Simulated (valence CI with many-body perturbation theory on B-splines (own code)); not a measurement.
# Ga XI: E2, M1 decay

Level of theory: configuration interaction combined with many-body perturbation theory (CI+MBPT): three valence electrons over a frozen Dirac-Fock core [Ar], radial functions for each j: 9 s, 9 p, 10 d, 8 f, 5 g, 3 h, 1 i, with the one-electron correlation potential Σ1 (screened to all orders), the two-electron term Σ2, the three-electron term Σ3, Breit, model QED; selected single and double excitations, second order for the rest, scaled by the run's own slope (own B-spline code, finite nucleus).

No measured levels were compared; by estimate terms of the open shell hold to 2 to 4 % of their energy, and close levels can change places. Core correlation moves these levels by up to 3300 cm⁻¹, and in measured spectra 5 to 20 % of such shifts remained as error; rates that hang on mixing are uncertain with them. Only levels of the ground parity were solved; by the run's estimate the other parity begins above the list, which can be wrong where configurations are misplaced.

Lines 1 to 50 of 86 in falling wavelength, among levels below 15.138 eV, chosen from the decays that carry over 1 % of a level's rate. Wavelengths and rates use the calculated energies, so an error of 2000 cm⁻¹ moves a line at 1215 nm by 24 % and its rate by three times that or more. Electric multipoles are in the length gauge, E1 and E2 with the static RPA response of the core. Weak lines are less certain than strong ones. Lines between different terms over intervals too small for the method are left out, as are lines whose strength nearly cancels. Intervals below about 2000 cm⁻¹, as at the head of this list, are uncertain by tens of per cent. The highest levels of a list are the least certain. Branching is blank where the lifetime is uncertain.

Names give the largest LS component (configuration and term), which can be under half, so a name can repeat, a term be missing and a line seem to break the LS rules; names also repeat where a configuration has a term twice. Letters in brackets count levels of one name in rising energy.

| λ vac (nm) | Upper | Lower | Type | A (s⁻¹) | Branch % |
| --- | --- | --- | --- | --- | --- |
| 4884 | 3d³ ⁴F_5/2 | 3d³ ⁴F_3/2 | M1 | 3.69e-01 | 100.0 |
| 3920 | 3d³ ⁴F_7/2 | 3d³ ⁴F_5/2 | M1 | 7.17e-01 | 100.0 |
| 3488 | 3d³ ⁴F_9/2 | 3d³ ⁴F_7/2 | M1 | 6.33e-01 | 100.0 |
| 3130 | 3d³ ⁴P_5/2 | 3d³ ⁴P_3/2 | M1 | 4.74e-01 | 54.2 |
| 1546 | 3d³ ²D_5/2 [a] | 3d³ ²D_3/2 [a] | M1 | 1.73e+00 | 6.4 |
| 1505 | 3d³ ²P_3/2 | 3d³ ²P_1/2 | M1 | 1.54e+00 | 5.4 |
| 1215 | 3d³ ²P_3/2 | 3d³ ²D_3/2 [a] | M1 | 4.46e+00 | 15.8 |
| 1181 | 3d³ ²D_3/2 [a] | 3d³ ⁴P_5/2 | M1 | 9.11e-01 | 2.9 |
| 896.1 | 3d³ ²H_9/2 | 3d³ ²G_9/2 | M1 | 4.09e+00 | 46.3 |
| 857.5 | 3d³ ²D_3/2 [a] | 3d³ ⁴P_3/2 | M1 | 4.70e+00 | 15.2 |
| 845.0 | 3d³ ²D_3/2 [a] | 3d³ ⁴P_1/2 | M1 | 1.86e+00 | 6.0 |
| 825.6 | 3d³ ²H_11/2 | 3d³ ²G_9/2 | M1 | 2.61e+00 | 95.6 |
| 760.3 | 3d³ ²H_9/2 | 3d³ ²G_7/2 | M1 | 3.27e+00 | 37.1 |
| 745.2 | 3d³ ²P_1/2 | 3d³ ⁴P_1/2 | M1 | 8.28e+00 | 97.5 |
| 669.5 | 3d³ ²D_5/2 [a] | 3d³ ⁴P_5/2 | M1 | 1.24e+00 | 4.6 |
| 599.0 | 3d³ ²P_3/2 | 3d³ ⁴P_5/2 | M1 | 4.66e+00 | 16.5 |
| 498.5 | 3d³ ²P_3/2 | 3d³ ⁴P_1/2 | M1 | 4.16e-01 | 1.5 |
| 392.9 | 3d³ ²F_7/2 | 3d³ ²D_5/2 [a] | M1 | 1.77e-01 | 1.2 |
| 377.6 | 3d³ ²G_7/2 | 3d³ ⁴F_9/2 | M1 | 1.90e-01 | 1.7 |
| 376.2 | 3d³ ⁴P_3/2 | 3d³ ⁴F_7/2 | E2 | 4.40e-02 | 4.1 |
| 375.6 | 3d³ ²F_5/2 | 3d³ ²D_5/2 [a] | M1 | 5.21e-01 | 4.9 |
| 371.6 | 3d³ ⁴P_5/2 | 3d³ ⁴F_9/2 | E2 | 7.14e-02 | 8.2 |
| 351.2 | 3d³ ²G_9/2 | 3d³ ⁴F_9/2 | M1 | 1.10e+01 | 67.9 |
| 346.8 | 3d³ ²F_5/2 | 3d³ ²H_9/2 | E2 | 1.14e-01 | 1.1 |
| 345.3 | 3d³ ⁴P_1/2 | 3d³ ⁴F_5/2 | E2 | 5.48e-02 | 25.3 |
| 343.3 | 3d³ ⁴P_3/2 | 3d³ ⁴F_5/2 | M1 | 3.45e-01 | 32.2 |
| 343.3 | 3d³ ⁴P_3/2 | 3d³ ⁴F_5/2 | E2 | 5.14e-02 | 4.8 |
| 340.7 | 3d³ ²G_7/2 | 3d³ ⁴F_7/2 | M1 | 5.11e+00 | 47.0 |
| 335.9 | 3d³ ⁴P_5/2 | 3d³ ⁴F_7/2 | M1 | 1.70e-01 | 19.4 |
| 335.9 | 3d³ ⁴P_5/2 | 3d³ ⁴F_7/2 | E2 | 3.81e-02 | 4.4 |
| 322.5 | 3d³ ⁴P_1/2 | 3d³ ⁴F_3/2 | E2 | 1.21e-01 | 55.6 |
| 322.5 | 3d³ ⁴P_1/2 | 3d³ ⁴F_3/2 | M1 | 4.16e-02 | 19.1 |
| 320.7 | 3d³ ⁴P_3/2 | 3d³ ⁴F_3/2 | M1 | 6.05e-01 | 56.6 |
| 320.7 | 3d³ ⁴P_3/2 | 3d³ ⁴F_3/2 | E2 | 2.45e-02 | 2.3 |
| 319.1 | 3d³ ²G_9/2 | 3d³ ⁴F_7/2 | M1 | 5.12e+00 | 31.6 |
| 313.5 | 3d³ ²G_7/2 | 3d³ ⁴F_5/2 | M1 | 5.57e+00 | 51.2 |
| 309.3 | 3d³ ⁴P_5/2 | 3d³ ⁴F_5/2 | M1 | 9.40e-02 | 10.8 |
| 309.3 | 3d³ ⁴P_5/2 | 3d³ ⁴F_5/2 | E2 | 1.27e-02 | 1.4 |
| 302.2 | 3d³ ²F_5/2 | 3d³ ²D_3/2 [a] | M1 | 1.71e-01 | 1.6 |
| 290.9 | 3d³ ⁴P_5/2 | 3d³ ⁴F_3/2 | M1 | 1.22e-02 | 1.4 |
| 257.6 | 3d³ ²F_7/2 | 3d³ ²G_9/2 | M1 | 1.76e+00 | 11.6 |
| 257.6 | 3d³ ²F_7/2 | 3d³ ²G_9/2 | E2 | 1.96e-01 | 1.3 |
| 252.3 | 3d³ ²H_9/2 | 3d³ ⁴F_9/2 | M1 | 8.90e-01 | 10.1 |
| 247.4 | 3d³ ²D_5/2 [b] | 3d³ ²F_5/2 | M1 | 1.23e+01 | 12.4 |
| 246.4 | 3d³ ²H_11/2 | 3d³ ⁴F_9/2 | M1 | 1.10e-01 | 4.0 |
| 245.1 | 3d³ ²D_3/2 [a] | 3d³ ⁴F_5/2 | M1 | 1.42e+01 | 46.0 |
| 245.0 | 3d³ ²F_7/2 | 3d³ ²G_7/2 | M1 | 5.04e+00 | 33.2 |
| 241.1 | 3d³ ²D_3/2 [b] | 3d³ ²F_5/2 | M1 | 8.03e+00 |  |
| 241.1 | 3d³ ²D_3/2 [b] | 3d³ ²F_5/2 | E2 | 8.82e-01 |  |
| 240.6 | 3d³ ²F_5/2 | 3d³ ⁴P_5/2 | M1 | 3.17e-01 | 3.0 |
